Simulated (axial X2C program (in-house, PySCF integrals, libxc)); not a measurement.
## Spin–orbit effects down a group: molecules with Sn (ions), PBE0

All values come from calculations with an axial X2C code built on PySCF integrals, spin-free (one-electron X2C) or two-component (2c: spin–orbit coupling with atomic mean-field Coulomb and Gaunt terms, which also bring small scalar terms), in Dyall basis sets with cores contracted in-house; open shells are unrestricted.

Basis sets: Br dyall-acv3z, Cl dyall-av3z, F dyall-av3z, Sn dyall-acv3z.

| molecule | spin-free state | Re (Å) | ωe (cm⁻¹) | De (eV) | 2c state | Re 2c (Å) | ωe 2c (cm⁻¹) | De 2c (eV) |
| --- | --- | --- | --- | --- | --- | --- | --- | --- |
| SnF⁻ | M_S = 1, Λ = 0 | 2.030 | 461.0 | 2.94 | Ω = 1 | 2.031 | 459.6 | n/a |
| SnCl⁻ | M_S = 1, Λ = 0 | 2.532 | 250.2 | 1.89 | Ω = 1 | 2.534 | 248.7 | n/a |
| SnBr⁻ | M_S = 1, Λ = 0 | 2.694 | 173.0 | 1.71 | Ω = 1 | 2.697 | 171.7 | n/a |

Q: Work out the shifts from the spin-free to the two-component result.

A: 

```csv
molecule,2c state,ΔRe (Å),Δωe (cm⁻¹),ΔDe (eV)
SnF⁻,Ω = 1,0.001,-1.4,n/a
SnCl⁻,Ω = 1,0.002,-1.5,n/a
SnBr⁻,Ω = 1,0.003,-1.3,n/a
```

Shifts of one unit in the last digit are rounding.

Fragments in 2c: Sn + F-, Sn + Cl-, Sn + Br-. Each entry is the lowest single determinant of a limited PBE0 search at one distance. De goes to single-determinant-based atoms at the same level (for ions the charge split of lowest energy) and is withheld (n/a) where an atom does not fit its ground term or J level. Main or longest-lived isotopes. One determinant is a doubtful description, or other states lie close, for SnF⁻, SnCl⁻, SnBr⁻; these need not be ground states, and all values refer to the states named. Some open-shell Ω = 0 determinants are out of reach, so the Ω given for SnF⁻, SnCl⁻, SnBr⁻ need not be the lowest component. With several unpaired electrons the Ω given is that of one determinant, not necessarily of the lowest component. The functionals have no current term, which raises determinants with orbital currents.
